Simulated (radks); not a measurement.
Correlation energies from several functionals, in hartree. Species: Sc17+ [He] 2s2; Se+ [Ar] 3d10 4s2 4p3. All-electron calculation, non-relativistic Kohn-Sham, exchange-only B88, spin-polarised, spherical densities, point nucleus. Program: a radial shooting solver on a logarithmic mesh with Libxc functionals. Every spin shell is full or empty, so the densities are truly spherical. Functionals are evaluated on that one density, not self-consistently.

functional      Sc17+      Se+
PW92         -0.41986  -2.9839
VWN5         -0.42168  -2.9983
PZ           -0.41994  -2.9781
Wigner       -0.21855  -1.6812
Chachiyo     -0.41511  -2.9386
PBEsol       -0.13795  -1.8147
LYP          -0.13868  -1.5817
P86          -0.21618  -1.8024
AM05         -0.36857  -2.7566
revTPSS      -0.11541  -1.6116
SCAN         -0.11646  -1.5927
B95          -0.18276  -1.9020
Tao-Mo      -0.088159  -1.5126
